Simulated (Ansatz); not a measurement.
Isomers of C₂H₆AlF, relaxed with PBE0-D4/def2-TZVP in Ansatz; electronic energies, one conformer each and not always the lowest. Functionals use def2-TZVPP; CBS adds triple-zeta CCSD(T) − MP2 to the MP2 limit of def2-TZVPP and def2-QZVPP.

**Question.** Order them by energy at frozen-core CCSD(T)/CBS, lowest first. (An estimate is asked.)
A. `[CH3][AlH][CH2]F`
B. `C[CH](F)[AlH2]`
C. `[CH3][Al]([CH3])[F]`

**Answer.** C (0.0 kcal/mol), A (77.1 kcal/mol), B (86.3 kcal/mol).

**Question.** How do B3LYP-D4, r2SCAN-D4, MP2/CBS(def2), HF/CBS(def2) place them (kcal/mol, against `[CH3][Al]([CH3])[F]`)? (An estimate is asked.)

**Answer.** Computed: 
```tsv
isomer	B3LYP-D4	r2SCAN-D4	MP2/CBS(def2)	HF/CBS(def2)
`[CH3][AlH][CH2]F`	74.4	76.2	80.4	74.6
`C[CH](F)[AlH2]`	83.5	86.0	90.1	82.6
```

B3LYP here is the variant with VWN-RPA as its local correlation; programs differ in this.
